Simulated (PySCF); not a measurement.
Species: C5H11NO.
Bonds: C1–C2, C2–C3, C3–O4 (double), C3–N5, N5–C6, N5–C7. Hydrogens: H8, H9, H10 on C1; H11, H12 on C2; H13, H14, H15 on C6; H16, H17, H18 on C7.

All values: wB97X-D/def2-SVPD (PySCF, non-relativistic), on one gas-phase PBE0-D3(BJ)/def2-SVP geometry that isn't relaxed in the solvent. The solvent is an IEF-PCM continuum (Bondi radii, 1.10 Å for H, scaled by 1.2), and excitations are vertical TDDFT with non-equilibrium linear response and a frozen core. Only the electrostatic response of the medium enters.

Gas-phase singlets (H = HOMO, L = LUMO):

| state | E (eV) | λ (nm) | f | leading configuration |
| --- | --- | --- | --- | --- |
| S1 | 5.855 | 212 | 0.000 | H-1→L+1 96% |
| S2 | 6.654 | 186 | 0.026 | H→L 91% |
| S3 | 7.072 | 175 | 0.237 | H→L+1 93% |
| S4 | 7.276 | 170 | 0.019 | H-1→L 78% |
| S5 | 7.808 | 159 | 0.003 | H→L+2 74% |

Task: Give the list for chloroform (ε = 4.711), n² = 2.09.

Result: 
```tsv
state	E (eV)	λ (nm)	f	leading configuration	change by rank (eV)
S1	6.010	206	0.001	H-1→L+1 97%	+0.155
S2	6.780	183	0.033	H→L 90%	+0.126
S3	6.902	180	0.318	H→L+1 95%	-0.170
S4	7.448	166	0.031	H-1→L 81%	+0.172
S5	7.933	156	0.005	H→L+2 68%	+0.125
```

Task: How does the list change in dimethylsulfoxide (ε = 46.83)?

Result: 
```tsv
state	E (eV)	λ (nm)	f	leading configuration	change by rank (eV)
S1	6.085	204	0.001	H-1→L+1 97%	+0.230
S2	6.817	182	0.039	H→L 86%	+0.163
S3	6.865	181	0.320	H→L+1 93%	-0.207
S4	7.482	166	0.038	H-1→L 85%	+0.206
S5	7.962	156	0.006	H→L+2 71%	+0.154
```

Task: The ground-state energy changes by -0.308 eV from gas to dimethylsulfoxide. By how much does the total energy of gas-phase S1 change?

Result: E(S1) = E(S0) + excitation energy, so it changes by -0.308 + 0.230 = -0.078 eV: it is lowered less than the ground state, which is what a blue shift means. This is the vertical state, with the slow part of the continuum still set for S0.

Task: How do the frontier levels move from gas to dimethylsulfoxide?

Result: 
```json
{"orbital": "LUMO+2", "gas (eV)": "2.80", "solvent (eV)": "2.94", "change (eV)": "+0.14", "Löwdin shares, gas": "C1 20 %, H10 10 %, H14 9 %, C2 9 %", "Löwdin shares, solvent": "C1 17 %, C6 13 %, O4 11 %, H14 8 %"}
{"orbital": "LUMO+1", "gas (eV)": "2.66", "solvent (eV)": "2.56", "change (eV)": "-0.10", "Löwdin shares, gas": "C3 35 %, O4 26 %, N5 13 %, C2 10 %", "Löwdin shares, solvent": "C3 36 %, O4 26 %, N5 14 %, C2 9 %"}
{"orbital": "LUMO", "gas (eV)": "2.04", "solvent (eV)": "2.26", "change (eV)": "+0.22", "Löwdin shares, gas": "C6 22 %, C7 10 %, C2 9 %, C3 8 %", "Löwdin shares, solvent": "C3 16 %, C7 13 %, C6 11 %, O4 9 %"}
{"orbital": "HOMO", "gas (eV)": "-8.77", "solvent (eV)": "-8.76", "change (eV)": "+0.01", "Löwdin shares, gas": "N5 44 %, O4 23 %, C6 7 %, C7 7 %", "Löwdin shares, solvent": "N5 44 %, O4 20 %, C6 7 %, C7 7 %"}
{"orbital": "HOMO-1", "gas (eV)": "-9.15", "solvent (eV)": "-9.45", "change (eV)": "-0.30", "Löwdin shares, gas": "O4 67 %, C2 10 %, C3 9 %, N5 5 %", "Löwdin shares, solvent": "O4 64 %, C2 10 %, C3 10 %, N5 6 %"}
{"orbital": "HOMO-2", "gas (eV)": "-11.49", "solvent (eV)": "-11.46", "change (eV)": "+0.03", "Löwdin shares, gas": "C2 22 %, C1 21 %, O4 11 %, H11 9 %", "Löwdin shares, solvent": "C2 24 %, C1 22 %, H11 10 %, H12 10 %"}
{"orbital": "HOMO-3", "gas (eV)": "-11.97", "solvent (eV)": "-11.98", "change (eV)": "-0.01", "Löwdin shares, gas": "C1 31 %, H10 13 %, C2 12 %, O4 12 %", "Löwdin shares, solvent": "C1 31 %, C2 13 %, H10 12 %, O4 10 %"}
```

The HOMO–LUMO gap goes from 10.81 to 11.02 eV. Rows go by rank; for LUMO, LUMO+1 and LUMO+2 the atom shares or the degeneracy differ between the runs, so the row needn't follow one orbital.

Conformer computed: `[CH3:1][CH2:2][C:3](=[O:4])[N:5]([CH3:6])[CH3:7]`: C1–C2–C3–O4 -1°, C2–C3–N5–C6 1°.

The pairwise dispersion term of wB97X-D wasn't added to the energies; at a given geometry it leaves orbitals and properties as they are.
